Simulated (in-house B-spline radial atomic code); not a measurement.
Checks on a self-consistent run for Dy XLVIII (Dy47+), [Ar] 3d1. Computed with a B-spline radial code for spherical atoms: Dirac-Hartree-Fock, average of configuration, Fermi nucleus of rms radius 5.2218 fm.

```
orbital    q       ε (Eh)    <1/r>         <r²>  small-component weight
  1s1/2    2  -2098.69760  74.5549  0.000609174                0.060741
  2s1/2    2   -442.41964   18.053   0.00924941                0.013764
  2p1/2    2   -426.08732  17.9536   0.00669495                0.013718
  2p3/2    4   -396.11488  15.7569   0.00785225                0.012712
  3s1/2    2   -168.38268  7.08494    0.0543823               0.0050558
  3p1/2    2   -161.65122  6.99162    0.0496157               0.0049679
  3p3/2    4   -154.23970  6.42196    0.0546176               0.0047125
  3d3/2  0.4   -146.06979  6.32081    0.0407884               0.0045866
  3d5/2  0.6   -144.37365  6.18067    0.0420987               0.0045168
```

Electron-electron repulsion V_ee = 1229.1898 hartree.

Problem. What total energy follows from the eigenvalues?

Solution. The eigenvalues count the repulsion twice, so E = Σqε - V_ee = -8940.947 - 1229.190 = -10170.137 hartree; the run printed -10170.137.

Problem. Does the Dirac virial theorem hold?

Solution. For a point nucleus E = -2c²Σq·w, with w the small-component weight. Here Σq·w = 0.27074 and c = 137.0360, so the ratio E/(-2c²Σq·w) is 1.000185; the finite nucleus accounts for the departure from 1.

Problem. What diamagnetic shielding (Lamb formula) and susceptibility (Langevin formula) do the radii give?

Solution. σ = (α²/3)Σq<1/r> = 344.228/(3·137.036²) = 6110.2 ppm, and χ = -0.79199×10⁻⁶·Σq<r²> = -0.4218×10⁻⁶ cm³/mol with Σq<r²> = 0.53256 bohr². Both are non-relativistic formulas without the paramagnetism of open shells; for so heavy an element the full relativistic shielding is larger by tens of per cent.
